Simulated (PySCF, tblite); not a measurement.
Species: C4H5F3O.
Bonds: O1–C2 (double), C2–C3, C3–C4, C4–C5, C5–F6, C5–F7, C5–F8. Hydrogens: H9 on C2; H10, H11 on C3; H12, H13 on C4.

Computed with GFN2-xTB (tblite), gas phase: nudged elastic band of 9 images (0 to 8), spring 0.2 eV/Å², climbing image at the end, force threshold 0.05 eV/Å. No saddle search or frequency run followed, so the top image need not be a first-order saddle, and its height can exceed the method's true barrier by a kcal/mol or more.

Path: rotation about C4–C5 (chain CH2 carbon, CF3 carbon), followed by the dihedral C3–C4–C5–F7.

Image 0 (start, dihedral -55°):
```
atom  x, y, z in Å
O1      1.726    1.538    0.044
C2      1.793    0.391   -0.284
C3      0.772   -0.668    0.057
C4     -0.538   -0.063    0.560
C5     -1.470    0.248   -0.595
F6     -2.595    0.850   -0.182
F7     -0.920    1.041   -1.521
F8     -1.855   -0.870   -1.241
H9      2.654   -0.002   -0.856
H10     1.222   -1.289    0.837
H11     0.608   -1.310   -0.811
H12    -0.331    0.875    1.083
H13    -1.070   -0.742    1.226
```

Image 8 (end, 0.000 eV, dihedral 65°):
```
atom  x, y, z in Å
O1      1.387    1.673    0.658
C2      1.686    0.719    0.003
C3      0.879   -0.553   -0.092
C4     -0.537   -0.376    0.457
C5     -1.473    0.134   -0.621
F6     -1.052    1.266   -1.196
F7     -1.620   -0.760   -1.619
F8     -2.703    0.371   -0.145
H9      2.626    0.682   -0.578
H10     1.417   -1.305    0.490
H11     0.864   -0.897   -1.128
H12    -0.527    0.360    1.265
H13    -0.950   -1.315    0.824
```

Problem. What do the inner images look like?

Solution. 
Image 1: +0.013 eV, dihedral -40°
```
atom  x, y, z in Å
O1      1.691    1.572    0.114
C2      1.789    0.438   -0.252
C3      0.788   -0.656    0.034
C4     -0.541   -0.102    0.548
C5     -1.479    0.233   -0.597
F6     -2.455    1.069   -0.220
F7     -0.861    0.799   -1.642
F8     -2.087   -0.869   -1.077
H9      2.672    0.084   -0.815
H10     1.246   -1.298    0.792
H11     0.649   -1.262   -0.863
H12    -0.358    0.815    1.113
H13    -1.059   -0.822    1.183
```

Image 2: +0.044 eV, dihedral -25°
```
atom  x, y, z in Å
O1      1.649    1.599    0.187
C2      1.780    0.482   -0.219
C3      0.806   -0.647    0.017
C4     -0.541   -0.144    0.537
C5     -1.484    0.220   -0.602
F6     -2.282    1.249   -0.294
F7     -0.850    0.547   -1.736
F8     -2.297   -0.806   -0.916
H9      2.676    0.174   -0.789
H10     1.272   -1.306    0.754
H11     0.691   -1.220   -0.905
H12    -0.381    0.752    1.141
H13    -1.045   -0.899    1.142
```

Image 3: +0.075 eV, dihedral -10°
```
atom  x, y, z in Å
O1      1.610    1.622    0.260
C2      1.772    0.524   -0.184
C3      0.824   -0.636    0.001
C4     -0.541   -0.185    0.522
C5     -1.489    0.207   -0.607
F6     -2.085    1.386   -0.395
F7     -0.892    0.292   -1.805
F8     -2.479   -0.693   -0.754
H9      2.679    0.260   -0.759
H10     1.298   -1.310    0.719
H11     0.735   -1.178   -0.941
H12    -0.407    0.687    1.167
H13    -1.028   -0.977    1.094
```

Image 4 (top): +0.089 eV, dihedral 5°
```
atom  x, y, z in Å
O1      1.572    1.643    0.335
C2      1.762    0.566   -0.149
C3      0.841   -0.621   -0.016
C4     -0.541   -0.226    0.507
C5     -1.493    0.194   -0.612
F6     -1.870    1.474   -0.522
F7     -0.980    0.036   -1.843
F8     -2.624   -0.534   -0.592
H9      2.678    0.344   -0.726
H10     1.323   -1.311    0.681
H11     0.774   -1.131   -0.977
H12    -0.436    0.621    1.190
H13    -1.011   -1.054    1.040
```

Image 5: +0.077 eV, dihedral 20°
```
atom  x, y, z in Å
O1      1.534    1.659    0.412
C2      1.750    0.607   -0.112
C3      0.854   -0.603   -0.034
C4     -0.542   -0.265    0.493
C5     -1.492    0.179   -0.615
F6     -1.650    1.505   -0.672
F7     -1.102   -0.207   -1.841
F8     -2.720   -0.342   -0.441
H9      2.675    0.426   -0.691
H10     1.346   -1.311    0.639
H11     0.806   -1.077   -1.015
H12    -0.466    0.556    1.211
H13    -0.996   -1.126    0.984
```

Image 6: +0.047 eV, dihedral 35°
```
atom  x, y, z in Å
O1      1.493    1.670    0.492
C2      1.734    0.646   -0.075
C3      0.863   -0.585   -0.054
C4     -0.542   -0.301    0.479
C5     -1.489    0.164   -0.617
F6     -1.437    1.481   -0.837
F7     -1.250   -0.428   -1.801
F8     -2.765   -0.123   -0.312
H9      2.667    0.507   -0.653
H10     1.368   -1.309    0.592
H11     0.829   -1.020   -1.054
H12    -0.493    0.492    1.230
H13    -0.982   -1.193    0.928
```

Image 7: +0.015 eV, dihedral 50°
```
atom  x, y, z in Å
O1      1.449    1.676    0.574
C2      1.715    0.683   -0.036
C3      0.871   -0.567   -0.075
C4     -0.540   -0.337    0.466
C5     -1.484    0.148   -0.619
F6     -1.240    1.402   -1.014
F7     -1.425   -0.616   -1.726
F8     -2.762    0.113   -0.208
H9      2.655    0.589   -0.611
H10     1.390   -1.306    0.542
H11     0.849   -0.960   -1.093
H12    -0.515    0.429    1.245
H13    -0.967   -1.254    0.872
```

The largest changes of bonds and angles from start to top: C4–C5 1.516 → 1.528 Å, C5–F7 1.338 → 1.343 Å, C5–F6 1.340 → 1.337 Å, C3–C4–C5 110.9 → 112.5°, C4–C5–F6 111.9 → 112.9°, C3–C4–H13 111.8 → 111.1°. GFN2-xTB torsional profiles can miss by a kcal/mol or more and can put conformers in the wrong order.

Problem. What do single points at PBE0/pcSseg-1 (PySCF, no dispersion term) give on some images?

Solution. 
| image | GFN2-xTB E (eV) | DFT E (eV) | HOMO (eV) | LUMO (eV) | dipole (D) |
| --- | --- | --- | --- | --- | --- |
| 0 | 0.000 | 0.000 | -7.89 | -0.92 | 3.48 |
| 2 | 0.044 | 0.070 | -7.91 | -0.92 | 3.52 |
| 4 | 0.089 | 0.145 | -7.91 | -0.95 | 3.56 |
| 6 | 0.047 | 0.074 | -7.88 | -0.94 | 3.54 |
| 8 | 0.000 | 0.001 | -7.88 | -0.91 | 3.49 |

Energies count from image 0 at each level. At the GFN2-xTB top the DFT energy is 3.4 kcal/mol against 2.1; the geometries weren't optimised at the DFT level.

The cost below is that of the whole band run. Rough CPU time on one thread of a shared machine: about 6 s.
